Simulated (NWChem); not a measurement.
All runs are NWChem calculations. System: phosphorus nitride (NP), charge 0, spin multiplicity 1, at a geometry optimised with PBE0/def2-SVP. Level: B3LYP/def2-SVPD, VWN1-RPA local correlation.

NWChem printed:

```
             Northwest Computational Chemistry Package (NWChem) 7.3.0
             --------------------------------------------------------

                                NWChem Input Module
                                -------------------

 Scaling coordinates for geometry "geometry" by  1.889725989
 (inverse scale =  0.529177249)

 Turning off AUTOSYM since
 SYMMETRY directive was detected!

                             Geometry "geometry" -> ""
                             -------------------------

 Output coordinates in angstroms (scale by  1.889725989 to convert to a.u.)

  No.       Tag          Charge          X              Y              Z
 ---- ---------------- ---------- -------------- -------------- --------------
    1 N                    7.0000     0.00000000     0.00000000     1.01492900
    2 P                   15.0000     0.00000000     0.00000000    -0.47363400

 Effective nuclear repulsion energy (a.u.)      37.3270134653

            Nuclear Dipole moment (a.u.)
            ----------------------------
        X                 Y               Z
 ---------------- ---------------- ----------------
     0.0000000000     0.0000000000    -0.0000132281

      Symmetry information
      --------------------

 Group name             C2v
 Group number             16
 Group order               4
 No. of unique centers     2

      Symmetry unique atoms

     1    2


 Summary of "ao basis" -> "" (spherical)
 ------------------------------------------------------------------------------
       Tag                 Description            Shells   Functions and Types
 ---------------- ------------------------------  ------  ---------------------
 *                         def2-svpd                  on all atoms

                              NWChem Property Module
                              ----------------------

                                 NWChem DFT Module
                                 -----------------

 Summary of "ao basis" -> "ao basis" (spherical)
 ------------------------------------------------------------------------------
       Tag                 Description            Shells   Functions and Types
 ---------------- ------------------------------  ------  ---------------------
 N                         def2-svpd                 8       20   4s2p2d
 P                         def2-svpd                10       24   5s3p2d

 Summary of "ao basis" -> "ao basis" (spherical)
[...]
     -   - - -        -----         -----         ----         -------
     0   0 0 0     -0.000000    -11.000000    -11.000000     22.000000

     1   1 0 0     -0.000000     -0.000000     -0.000000      0.000000
     1   0 1 0     -0.000000     -0.000000     -0.000000      0.000000
     1   0 0 1     -1.126144     -0.563066     -0.563066     -0.000013

     2   2 0 0    -12.957418     -6.478709     -6.478709      0.000000
     2   1 1 0     -0.000000     -0.000000     -0.000000      0.000000
     2   1 0 1     -0.000000     -0.000000     -0.000000      0.000000
     2   0 2 0    -12.957418     -6.478709     -6.478709      0.000000
     2   0 1 1     -0.000000     -0.000000     -0.000000      0.000000
     2   0 0 2    -14.964506    -26.365155    -26.365155     37.765804

 *** CALLING NEW AORESP DRIVER FOR CLOSED AND OPEN SHELLS ***
 Entering AOResponse driver routine

--------------------------------------------------------------------------------

          ****************
          *** RESPONSE ***
          ****************

 Response module for NWChem and dynamic CPKS solver

          -----------------------------------------------
          Solving response equations for perturbing field
          -----------------------------------------------

 number of frequencies:     1
 frequency in a.u.:  0.7730000E-01
 Perturbing field: electric
 Using El. Dipole Length Gauge

 Setting up CPKS with frequency omega =      0.07730000 a.u.

                            NWChem Dynamic CPHF Module
                            --------------------------

    scftype = RHF
    nclosed =   11
      nopen =    0
  variables =      726
  num. vecs =        3
  tolerance =   1.0D-04
  max. iter =   50

  int2e_file: Failed to allocate cache ... halving
 SCF residual:    1.7501864696985700E-005

Iterative solution of linear equations
  No. of variables      726
  No. of equations        3
  Maximum subspace       30
       Convergence  1.0D-04

 ga_lkain filestub:cphf_sol
 ga_lkain filesoln:./mol.cphf_sol

   iter   nsub   residual    time
   ----  ------  --------  ---------
     1      3    1.84D+01       3.3
     2      6    3.79D+00       4.9
     3      9    2.37D-01       6.4
     4     12    2.16D-02       7.9
     5     15    7.10D-03       9.3
     6     18    2.31D-03      10.8
     7     21    2.33D-04      12.3
     8     24    1.86D-05      14.3

 Electric Dipole Response Matrix (nonzero elements):

              1        2        3
    1   22.4425   0.0000  -0.0000
    2    0.0000  22.4425   0.0000
    3   -0.0000   0.0000  35.9505

 ------------------------------------------
 average:        26.94516 + I       0.00000

 DFT Linear Response polarizability / au
 Frequency  =       0.0773000 / au
 Wavelength =     589.4353558 / nm
              X              Y              Z
 -----------------------------------------------
 X      22.4424767      0.0000000     -0.0000001
 Y       0.0000000     22.4424767      0.0000000
 Z      -0.0000001      0.0000000     35.9505343
 -----------------------------------------------
 Eigenvalues =      22.4424767     22.4424767     35.9505343
 Isotropic   =      26.9451626
 Anisotropic =      13.5080576
 -----------------------------------------------

 Magnetic Dipole Response Matrix (nonzero elements):
 Optical rotation tensor Beta

              1        2        3
    1   -0.0000  -6.4088   0.0000
    2    6.4088   0.0000   0.0000
    3    0.0000  -0.0000  -0.0000

 ------------------------------------------
 average:        -0.00000 + I       0.00000

 Exiting AOResponse driver routine

          -------------
          Dipole Moment
          -------------

 Center of charge (in au) is the expansion point
         X =       0.0000000 Y =       0.0000000 Z =      -0.0000006

   Dipole moment        1.1261443140 A.U.
             DMX       -0.0000000169 DMXEFC        0.0000000000
             DMY       -0.0000000001 DMYEFC        0.0000000000
             DMZ       -1.1261443140 DMZEFC        0.0000000000
   -EFC- dipole         0.0000000000 A.U.
   Total dipole         1.1261443140 A.U.

   Dipole moment        2.8623949680 Debye(s)
             DMX       -0.0000000429 DMXEFC        0.0000000000
             DMY       -0.0000000003 DMYEFC        0.0000000000
             DMZ       -2.8623949680 DMZEFC        0.0000000000
   -EFC- dipole         0.0000000000 DEBYE(S)
   Total dipole         2.8623949680 DEBYE(S)

 1 a.u. = 2.541766 Debyes

 Task  times  cpu:       14.3s     wall:       14.3s

 Total times  cpu:       14.3s     wall:       14.3s
```

Q: Write an NWChem input that would produce this output.

A: Several could match; the one computed here: 
```
start mol
memory heap 200 mb stack 900 mb global 1100 mb
geometry units angstroms nocenter noautoz
  N      0.000000     0.000000     1.014929
  P      0.000000     0.000000    -0.473634
  symmetry group C2v
end
basis spherical
  * library def2-svpd
end
dft
  xc b3lyp
  semidirect memsize 60000000 filesize 0
  iterations 100
end
property
  dipole
  response 1 0.0773
end
task dft property
```
